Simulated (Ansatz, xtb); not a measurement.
**BrGeH3Si: where a starting geometry ends**

The starting geometry of this gas-phase singlet has its atoms placed at random.

```xyz
6

Br   -0.8800   -1.2931    0.6846
Ge    1.5936    0.6271   -0.1924
Si   -0.7216   -0.4472   -1.8180
H     0.3921   -1.9682    0.9138
H     0.9791   -0.6646    0.8765
H     0.2583    0.8759   -0.1186
```

Question: One run relaxed it with r2SCAN-D4/def2-SVP. What is a likely outcome?

Answer: It ends as a structure with H6 bridging Ge2 and Si3, given below by its coordinates. Distances that change by over a tenth: Ge2–H5 (1.79 → 2.07 Å), Ge2–H6 (1.36 → 1.71 Å), Si3–H6 (2.37 → 1.83 Å), H4–H5 (1.43 → 0.80 Å). Contacts that open: Br1–H4 (1.46 → 2.85 Å). Contacts that close: Br1–Si3 (2.65 → 2.30 Å), Ge2–Si3 (3.03 → 2.39 Å).

The energy falls by 4.97 eV over 22 steps:

```
step  E − E(last) (eV)
   1             4.971
   3             2.174
   6             0.817
   8             0.630
  10             0.403
  13             0.078
  15             0.031
  17             0.013
  20             0.001
  22             0.000
```

Final geometry (Å):

```csv
atom,x (Å),y (Å),z (Å)
Br,-1.6399,-1.8345,0.1388
Ge,1.4814,0.2234,-0.5750
Si,-0.7117,-0.3354,-1.3401
H,0.9971,-1.0915,0.9147
H,1.5415,-0.6567,1.3006
H,-0.0467,0.8247,-0.0930
```

From the same start GFN2-xTB ends elsewhere, in pieces: BrGeHSi + H2.

From so rough a start the end depends on the optimiser's path, so another program may land elsewhere. The end wasn't checked by frequencies. Run with Ansatz 0.2.0, 43 s on 2 threads of Intel(R) Xeon(R) Platinum 8259CL CPU @ 2.50GHz (Skylake/Cascade Lake), on a shared host.
